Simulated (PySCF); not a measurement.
SCF from a fresh guess for singlet [AuCl2]+, at the PBE0 minimum. PySCF input:

```python
from pyscf import gto, scf, dft
mol = gto.M(atom='''
Au     0.000000    -0.000000    -0.383278
Cl     1.628631    -0.000000     1.118723
Cl    -1.628631     0.000000     1.118723''',
    basis={'Au': 'def2-SVP', 'Cl': 'def2-SVP'},
    ecp={'Au': 'def2-SVP'},
    charge=1, spin=0)
mf = dft.RKS(mol, xc='PBE0')
mf.grids.atom_grid = (50, 194)
aux = {'Au': 'def2-universal-JKFIT', 'Cl': 'def2-universal-JKFIT'}
mf = mf.density_fit(auxbasis=aux)
mf.conv_tol = 1e-08
mf.diis_space = 10
mf.max_cycle = 60
mf.init_guess = 'minao'
mf.verbose = 4
mf.kernel()
```

Excerpt of the output (cycles and frontier levels):

```
init E= -1043.93539316958
  HOMO = -0.691698472475764  LUMO = -0.674449576814068  gap/eV = 0.46937
cycle= 1 E= -1054.0979011507  delta_E= -10.2  |g|= 1.83  |ddm|= 9.87
  HOMO = -0.0938397703089291  LUMO = -0.0839905499407418  gap/eV = 0.26801
cycle= 2 E= -1045.59518757054  delta_E=  8.5  |g|= 5.87  |ddm|= 8.11
  HOMO = -0.54138004575478  LUMO = -0.477735058509665  gap/eV = 1.73187
cycle= 3 E= -1054.89107512814  delta_E= -9.3  |g|= 0.963  |ddm|= 6.49
  HOMO = -0.533476731298955  LUMO = -0.451930978737949  gap/eV = 2.21897
cycle= 4 E= -1055.13478044175  delta_E= -0.244  |g|= 0.174  |ddm|= 1.14
  HOMO = -0.567991955318079  LUMO = -0.471040592166702  gap/eV = 2.63818
cycle= 5 E= -1055.14035775744  delta_E= -0.00558  |g|= 0.112  |ddm|= 0.37
  HOMO = -0.558875115236765  LUMO = -0.462318114038185  gap/eV = 2.62745
cycle= 6 E= -1055.14334220706  delta_E= -0.00298  |g|= 0.0148  |ddm|= 0.106
  HOMO = -0.557365592206062  LUMO = -0.460845616579007  gap/eV = 2.62644
cycle= 7 E= -1055.14342673711  delta_E= -8.45e-05  |g|= 0.00409  |ddm|= 0.028
  HOMO = -0.557122069291944  LUMO = -0.460566673320553  gap/eV = 2.62741
cycle= 8 E= -1055.14344751102  delta_E= -2.08e-05  |g|= 0.00146  |ddm|= 0.0207
  HOMO = -0.557151811146861  LUMO = -0.460640968548584  gap/eV = 2.62619
cycle= 9 E= -1055.14344954468  delta_E= -2.03e-06  |g|= 0.00069  |ddm|= 0.00721
  HOMO = -0.557116752666795  LUMO = -0.460626699161245  gap/eV = 2.62563
cycle= 10 E= -1055.14344970886  delta_E= -1.64e-07  |g|= 0.000213  |ddm|= 0.00162
  HOMO = -0.557114894513988  LUMO = -0.460631627725686  gap/eV = 2.62544
cycle= 11 E= -1055.14344972215  delta_E= -1.33e-08  |g|= 1.16e-05  |ddm|= 0.000419
  HOMO = -0.557115523885305  LUMO = -0.460631330992513  gap/eV = 2.62547
cycle= 12 E= -1055.1434497222  delta_E= -5.18e-11  |g|= 2.55e-06  |ddm|= 3.01e-05
  HOMO = -0.557115540254292  LUMO = -0.460631491684861  gap/eV = 2.62546
Extra cycle  E= -1055.1434497222  delta_E=    0  |g|= 3.47e-06  |ddm|= 7.12e-06
converged SCF energy = -1055.1434497222
```

No lower solution of this spin was found by a stability analysis within the restricted form, which does not test spin polarisation.

Spin–orbit coupling, left out here, can matter for elements this heavy.

The search for the lowest solution, with the stability check, took 3.4 s on 2 threads of a shared Arm Neoverse N1 host, with 68 basis functions; the process peaked at 0.27 GiB. Launch command: `OMP_NUM_THREADS=2 python axn.py task.json out`.
